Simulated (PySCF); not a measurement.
A structure optimised at PBE0-D3(BJ)/def2-SVP, used in a PySCF frequency run:

```xyz
14

C      2.4345    -0.3195     0.1442
C      1.2534    -0.8898    -0.1243
Si    -0.3607     0.0495    -0.0435
C     -1.6587    -0.8930     0.8959
O     -0.9833     0.3079    -1.5606
O     -0.0507     1.5567     0.6086
H      2.4997     0.7363     0.4328
H      3.3829    -0.8660     0.0852
H      1.2475    -1.9493    -0.4159
H     -2.6097    -0.3390     0.9024
H     -1.3527    -1.0710     1.9387
H     -1.8383    -1.8727     0.4265
H     -0.4074     0.7800    -2.1691
H      0.2246     1.5857     1.5285
```

Problem. Write its SMILES and formula.

Solution. C=C[Si](C)(O)O, C3H8O2Si

Problem. What are its rotational constants (standard atomic weights)?

Solution. 3.6159, 2.0946, 2.0320 GHz
